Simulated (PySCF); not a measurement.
C₂H₂N, doublet, geometry from GFN2-xTB. Base run: SVWN5/3-21G (PySCF).

Input for PySCF:
```python
from pyscf import gto, scf, dft

mol = gto.Mole()
mol.atom = '''
    C     0.00333613   -0.16861170   -1.16204150
    C    -0.00051194    0.02587429    0.17832093
    N    -0.00381510    0.19281948    1.32887713
    H     0.93232340   -0.24906440   -1.69689616
    H    -0.92256280   -0.24424744   -1.70292033
'''
mol.basis = '3-21g'
mol.spin = 1
mol.verbose = 4
mol.build()

mf = dft.UKS(mol)
mf.xc = 'lda,vwn'
mf.kernel()
```

The base run was repeated with changes; each row names its change, and settings that it needs were set with it.

```json
[
 {"change": "base", "ΔE vs base (mEh)": "0.000", "grid points": "61760", "electrons on the grid": "21.00000"},
 {"change": "grids.radi_method = mura_knowles", "ΔE vs base (mEh)": "0.000", "grid points": "58520", "electrons on the grid": "21.00000"},
 {"change": "grids.prune = off", "ΔE vs base (mEh)": "0.000", "grid points": "98152", "electrons on the grid": "21.00000"},
 {"change": "grids.level = 4", "ΔE vs base (mEh)": "-0.001", "grid points": "116512", "electrons on the grid": "21.00000"},
 {"change": "grids.atom_grid = (99, 590)", "ΔE vs base (mEh)": "-0.001", "grid points": "159696", "electrons on the grid": "21.00000"},
 {"change": "grids.atom_grid = (30, 110)", "ΔE vs base (mEh)": "-0.037", "grid points": "12288", "electrons on the grid": "21.00019"},
 {"change": "grids.radi_method = gauss_chebyshev", "ΔE vs base (mEh)": "0.000", "grid points": "60104", "electrons on the grid": "21.00000"},
 {"change": "grids.atom_grid = (75, 302)", "ΔE vs base (mEh)": "0.000", "grid points": "71816", "electrons on the grid": "21.00000"},
 {"change": "small_rho_cutoff = 0", "ΔE vs base (mEh)": "0.000", "grid points": "61760", "electrons on the grid": "21.00000"},
 {"change": "grids.level = 0", "ΔE vs base (mEh)": "18.516", "grid points": "4480", "electrons on the grid": "21.00504"},
 {"change": "grids.prune = dft.gen_grid.sg1_prune", "ΔE vs base (mEh)": "-0.006", "grid points": "27576", "electrons on the grid": "20.99999"}
]
```

Open shells are given as the SCF converged; they aren't shown to be the lowest states, and a large step between rows can be another state.
